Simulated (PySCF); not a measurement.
## Ionisation energy of Rh⁺ by level of theory

Rh⁺ [Kr] 4d8 (3F) → Rh²⁺ [Kr] 4d7 (4F), as a difference of total energies. Calculation: PySCF 2.14, in x2c-TZVPPall (8s6p6d2f1g, 79 functions); scalar relativity by spin-free X2C-1e. Correlated levels: valence and next inner shell: [Ar] 3d10 frozen. The calculations carry no spin-orbit coupling.

```csv
method,ionisation energy (eV),difference from reference (eV)
UHF,16.151,-1.929
MP2 (valence and next inner shell),17.999,-0.081
SCS-MP2 (valence and next inner shell),17.857,-0.223
CCSD (valence and next inner shell),17.675,-0.405
CCSD(T) (valence and next inner shell),17.771,-0.309
```

Reference: 18.08 eV (semi-empirical (NIST evaluation); NIST Atomic Spectra Database, ionization energies).

The reference lies between the lowest fine-structure levels, while these numbers refer to the centres of the terms.

Errors of the correlated levels include the incompleteness of this basis and the frozen core.
